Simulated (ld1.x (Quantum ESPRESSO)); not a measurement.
## What the settings do to the TM semilocal potential of lanthanum (La)

Base potential:

```
Element                 : lanthanum (La)
Generator               : ld1.x (Quantum ESPRESSO) 7.5
Type                    : norm-conserving Troullier–Martins (semilocal form)
Functional              : PBEsol
Relativity              : scalar-relativistic
Frozen core             : [Xe]
Valence charge          : 3
Reference configuration : 4f0 5d1 6s2 6p0
Partial waves           : 6s (bound): rc 3.05 bohr; 6p (bound, empty): rc 3.30 bohr; 4f (bound, empty): rc 0.85 bohr; 5d (bound): rc 4.00 bohr
Local potential         : the d channel
Core correction         : none
```

Cutoffs, loose and tight: the cutoffs (Ry, on a coarse ladder) from which the occupation-weighted sum of valence levels, in a spherical-Bessel basis at the reference potential, stays within 10 and 1 mRy of its value at 400 Ry. They do not see the model core or the augmentation charge, which bear on the density cutoff. Test errors are all-electron minus pseudo excitation energies from the reference, over the configurations 4f0 5d1 6s1 6p0; 4f0 5d1 6s0 6p0; 4f0 5d1 6s1.5 6p0; 4f0 5d2 6s1 6p0; 4f0 5d2 6s0 6p0; 4f0 5d0 6s2 6p0; 4f0 5d1.5 6s1.5 6p0. A dash means not determined; rows that change the core or the reference have their own tests.

For the base: The cutoffs count occupied waves only; the empty 4f level needs 300 Ry at the loose tolerance.

In the semilocal form every listed channel keeps its own potential, so the choice of the local channel does not act on these tests. It acts once the file is put into the separable form.

A semilocal file is local in each channel, so a ghost entry of none says nothing of the separable form that plane-wave codes build from it.

| change | outcome | cutoff, loose | cutoff, tight | bound ghosts | largest test error (meV) |
| --- | --- | --- | --- | --- | --- |
| base | generated | 10 Ry | 15 Ry | none | +196 |
| type ultrasoft, which also changes the form from semilocal to separable; waves now 6s (bound): rcut 2.65, rcutus 3.05 bohr; 6s channel at 0.3 Ry: rcut 2.65, rcutus 3.05 bohr; 6p (bound): rcut 2.85, rcutus 3.30 bohr; 6p channel at 0.35 Ry: rcut 2.85, rcutus 3.30 bohr; 5d (bound): rcut 3.50, rcutus 4.00 bohr; 5d channel at 0.45 Ry: rcut 3.50, rcutus 4.00 bohr; 4f (bound): rcut 0.75, rcutus 0.85 bohr; 4f channel at 1.6 Ry: rcut 0.75, rcutus 0.85 bohr; local potential all-electron potential smoothed inside 2.65 bohr (lloc = -2); augmentation PSQ, inside the norm-conserving radii | failed: chargeps: negative rho | – | – | – | – |
| wave 6p (bound): rc 3.30 bohr becomes 6p (bound): rc 5.10 bohr | generated | 10 Ry | 15 Ry | none | +196 |
| local potential the f channel | generated | 10 Ry | 15 Ry | none | +196 |

Problem. What comes out with this change to the base: all radii scaled by about 1.06 (s 3.24, p 3.50, d 4.24, f 0.90 bohr)?

Solution. outcome: generated; cutoff, loose: 8 Ry; cutoff, tight: 12 Ry; bound ghosts: none; largest test error (meV): +178.

Problem. What comes out with this change to the base: wave 5d (bound): rc 4.00 bohr becomes 5d (bound): rc 4.32 bohr?

Solution. outcome: generated; cutoff, loose: 8 Ry; cutoff, tight: 15 Ry; bound ghosts: none; largest test error (meV): +205.

Problem. What comes out with this change to the base: functional PBE?

Solution. outcome: generated; cutoff, loose: 10 Ry; cutoff, tight: 15 Ry; bound ghosts: none; largest test error (meV): +248.
